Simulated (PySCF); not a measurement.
C3H10Si2, SMILES [SiH3][C@H]1C[C@@H]1[SiH3].

Coordinates come from a ωB97X-D3(BJ)/def2-SVP optimisation. The structure was generated by enumeration; whether it is a known compound was not checked.

Method: PBE/def2-TZVP in PySCF.

Symmetry labels are those of the subgroup C2 that the program uses (full group C2).

List the valence orbital energies around the gap with their symmetry. (The exact figures need the calculation; the answer reports its results.)


```json
[
 {"orbital": "HOMO−7", "symmetry": "A", "energy (eV)": "-8.73"},
 {"orbital": "HOMO−6", "symmetry": "B", "energy (eV)": "-8.70"},
 {"orbital": "HOMO−5", "symmetry": "B", "energy (eV)": "-8.43"},
 {"orbital": "HOMO−4", "symmetry": "A", "energy (eV)": "-8.36"},
 {"orbital": "HOMO−3", "symmetry": "B", "energy (eV)": "-8.12"},
 {"orbital": "HOMO−2", "symmetry": "A", "energy (eV)": "-7.70"},
 {"orbital": "HOMO−1", "symmetry": "B", "energy (eV)": "-7.15"},
 {"orbital": "HOMO", "symmetry": "A", "energy (eV)": "-7.03"},
 {"orbital": "LUMO", "symmetry": "A", "energy (eV)": "-0.24"},
 {"orbital": "LUMO+1", "symmetry": "B", "energy (eV)": "-0.08"},
 {"orbital": "LUMO+2", "symmetry": "A", "energy (eV)": "0.33"},
 {"orbital": "LUMO+3", "symmetry": "B", "energy (eV)": "0.47"}
]
```
